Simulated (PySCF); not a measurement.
HfCl₃⁺: one-bond stretch

All numbers come from PBE0 in PySCF with Hf def2-SVP with ECP60, Cl def2-SVP; scalar-relativistic core potentials, no spin–orbit coupling; density-fitted integrals.

Rigid scan from the singlet minimum (Hf–Cl 2.264 Å (×3); Cl–Hf–Cl 107.6° (×3)). Coordinate: the bond from Hf to the last atom (Cl) scaled, the rest fixed. Energies in kJ/mol from the minimum.

Problem. Predict the curve at 0.92, 0.96, 1.00, 1.05, 1.12, 1.20, 1.35, 1.55, 1.80, 2.20.

Solution. 
```tsv
scale of one bond	E (kJ/mol)	dipole size (D, about the centre of mass)
0.92	42.3	4.05
0.96	9.3	4.05
1.00	0.0	4.11
1.05	10.9	4.26
1.12	51.3	4.57
1.20	115.0	4.97
1.35	244.8	5.68
1.55	391.6	–
1.80	511.3	–
2.20	602.0	–
```

At long bonds a restricted determinant can lie too high, and another spin state can fall below this curve.

With an element this heavy the missing spin–orbit coupling can shift these numbers.
